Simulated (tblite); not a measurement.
Species: C₇H₁₃P.
SMILES with atom numbers: `[CH2:1]=[CH:2]/[P:3]=[CH:4]\[C:5]([CH3:6])([CH3:7])[CH3:8]` (hydrogens: H9, H10 on C1; H11 on C2; H12 on C4; H13, H14, H15 on C6; H16, H17, H18 on C7; H19, H20, H21 on C8)

Geometry (GFN2-xTB, Å), atoms numbered from 1 in this order:
```
atom  x, y, z in Å
C1     3.3875    0.3736    0.8494
C2     2.3880   -0.2704    0.2632
P3     1.7658    0.2147   -1.3831
C4     0.0946    0.2284   -1.2756
C5    -0.9012   -0.0028   -0.1692
C6    -0.9755   -1.5009    0.1563
C7    -0.5299    0.7930    1.0860
C8    -2.2817    0.4603   -0.6508
H9     3.8192    1.2587    0.4110
H10    3.7975    0.0612    1.7971
H11    1.9853   -1.1729    0.7072
H12   -0.3619    0.4820   -2.2276
H13   -1.2329   -2.0672   -0.7366
H14   -1.7360   -1.6812    0.9136
H15   -0.0248   -1.8692    0.5310
H16   -1.2813    0.6438    1.8589
H17    0.4356    0.4844    1.4761
H18   -0.4785    1.8548    0.8529
H19   -3.0234    0.3133    0.1316
H20   -2.5929   -0.1038   -1.5278
H21   -2.2624    1.5171   -0.9094
```

Method: GFN2-xTB as coded in tblite; computed harmonic values from a numerical Hessian at the method's own geometry, unscaled. The method is semi-empirical: single wavenumbers can be off by several per cent or more. One conformer, not necessarily the lowest.

Harmonic wavenumbers (cm⁻¹): 48.0, 79.2, 133.8, 163.8, 187.0, 206.0, 233.6, 259.6, 295.7, 332.5, 361.0, 389.6, 441.6, 497.6, 561.3, 691.2, 740.4, 760.7, 892.4, 903.8, 954.9, 961.5, 962.5, 993.0, 1006.4, 1031.3, 1038.0, 1131.6, 1206.8, 1221.9, 1233.5, 1271.6, 1356.7, 1397.8, 1400.8, 1405.3, 1427.4, 1485.2, 1491.1, 1494.3, 1499.6, 1507.0, 1513.8, 1640.6, 3009.3, 3019.5, 3020.0, 3022.4, 3023.3, 3028.2, 3029.1, 3031.4, 3035.4, 3051.3, 3057.7, 3081.6, 3108.2.

A = 2829, B = 1056, C = 942.4 MHz; mass 128.075 u (most abundant isotopes); point group C1, symmetry number 1.

Problem. What is the zero-point energy?

Solution. ½Σν̃ = 39164 cm⁻¹ = 468.51 kJ/mol.

Problem. Entropy at 298.15 K, 1 bar (ideal gas, RRHO, classical rotation)?

Solution. Translation 169.38, rotation 121.86, vibration 129.80: S = 421.0 J/(mol K).

Problem. And Cp and H(298.15 K) − H(0)?

Solution. Cp = 171.82 J/(mol K), of which vibrations give 138.56 (their classical limit is 57 R = 473.9); H(298.15 K) − H(0) = 30.94 kJ/mol without the zero-point energy, 21.03 from vibrations.

Problem. Which modes carry the vibrational entropy at 298.15 K?

Solution. 48.0 cm⁻¹: 20.49; 79.2 cm⁻¹: 16.36; 133.8 cm⁻¹: 12.09; 163.8 cm⁻¹: 10.48; 187.0 cm⁻¹: 9.44; 206.0 cm⁻¹: 8.70 J/(mol K); the other 51 give 52.22 together.

Problem. What must be added to the electronic energy to get the Gibbs energy at 298.15 K and 1 bar?

Solution. ZPE + [H(298.15 K) − H(0)] − T·S = 468.51 + 30.94 − 125.53 = 373.92 kJ/mol.

Problem. Blend soft modes into free rotors: weight 1/[1 + (100 cm⁻¹/ν̃)⁴] for the oscillator and the rest for a rotor with moment μB/(μ + B), μ = h/(8π²ν), B = 10⁻⁴⁴ kg m². What vibrational entropy results?

Solution. 121.82 J/(mol K) in place of 129.80, which changes −T·S at 298.15 K by +2.38 kJ/mol.

Hindered rotation and anharmonicity are outside this model. Other conformers, if any are populated, would add a mixing term that is left out. The structure is chiral; the term R ln 2 for an equal mix with its mirror image is left out.
